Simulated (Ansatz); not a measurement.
Ansatz (a quantum-chemistry and plane-wave program) input (RPA@PBE/def2-QZVPP):
A basis named .json is the Basis Set Exchange file of that set.

Ansatz 0.2 input:
```yaml
crystal:
  periodic: [false, false, false]
  atoms:
    - {symbol: Re, position_ang: [0.00000000, -0.00000000, -0.00000000]}
    - {symbol: F, position_ang: [0.96866592, -0.63451178, -1.46249917]}
    - {symbol: F, position_ang: [-0.96866592, 0.63451178, 1.46249917]}
    - {symbol: F, position_ang: [0.09656803, 1.73151991, -0.68726713]}
    - {symbol: F, position_ang: [-0.09656803, -1.73151991, 0.68726713]}
basis:
  gaussian:
    orbitals: def2-QZVPP.json
hamiltonian:
  xc: pbe
magnetization: {spin_polarized: true, initial_magnetization: 3}
correlation: {method: rpa, electrons: outside_noble_gas}
```

End of the output:

```
integrals: 1.27 GiB planned
2025 factors; integrals over basis functions are off by at most 1.0e-3 eV
mean field: 2.20 GiB planned
mean field evaluation 1: about -12990.1434 eV, gradient 5.3e1 eV
mean field evaluation 2: about -12990.1466 eV, gradient 5.3e1 eV
mean field evaluation 4: about -12996.8207 eV, gradient 1.7e1 eV
mean field evaluation 8: about -12998.0582 eV, gradient 1.8e-1 eV
mean field evaluation 16: about -12998.0583 eV, gradient 2.1e-5 eV
mean field evaluation 32: about -12996.9058 eV, gradient 1.4e0 eV
mean field evaluation 64: about -12971.7247 eV, gradient 3.5e1 eV
mean field -12998.05829083 eV, -477.6698317877 hartree, gradient 1.2e-6 eV, S^2 3.757196; 3 other end points of the search recorded, 0 dependent functions left out
8 core orbitals not correlated
reference -12938.64378071 eV, -475.4863888134 hartree; 19, 16 occupied and 289, 292 virtual orbitals, 2025 factors
Total energy: -12994.03686705 eV, -477.5220471894 hartree
```

The spin state was set by rule; other spins were not relaxed.
